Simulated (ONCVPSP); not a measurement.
# Configuration tests for titanium (Ti) (ONCV)

```
Element                 : Ti
Generator               : ONCVPSP 4.0.1
Type                    : optimised norm-conserving Vanderbilt (ONCV)
Functional              : PBE
Relativity              : scalar-relativistic
Frozen core             : [Ne]
Valence charge          : 12
Reference configuration : 3s2 3p6 3d2 (charge +2)
Partial waves           : 3s: rc 1.15 bohr, ncon 4, nbas 7, qcut 4.8 1/bohr, 3 projectors, debl 1.2 Ha; 3p: rc 1.55 bohr, ncon 4, nbas 9, qcut 11.1 1/bohr, 1 projector; 3d: rc 1.60 bohr, ncon 5, nbas 9, qcut 11.6 1/bohr, 2 projectors, debl 1.1 Ha
Local potential         : polynomial inside 1.05 bohr (lpopt 1, dvloc0 -1 Ha)
Core correction         : none
```

In the s channel the program set the typed energies aside and used -2.887, 0.250, 1.450 Ha.

Energies are relative to the spin-unpolarised reference configuration 3s2 3p6 3d2; without spin polarisation the order of configurations can differ from experiment.

Q: Give the all-electron excitation energy and the error of the potential for: 3s2 3p6 3d2 4s2; 3s2 3p6 3d2 4s1; 3s2 3p6 3d1; 3s2 3p6 3d2 4p1.

A:

```
valence configuration  charge  ΔE all-electron (eV)  error AE − PS (meV)
      3s2 3p6 3d2 4s2       0               -20.919                 +2.3
      3s2 3p6 3d2 4s1      +1               -13.572                 +1.0
          3s2 3p6 3d1      +3                26.948                  +30
      3s2 3p6 3d2 4p1      +1                -9.796                  +21
```
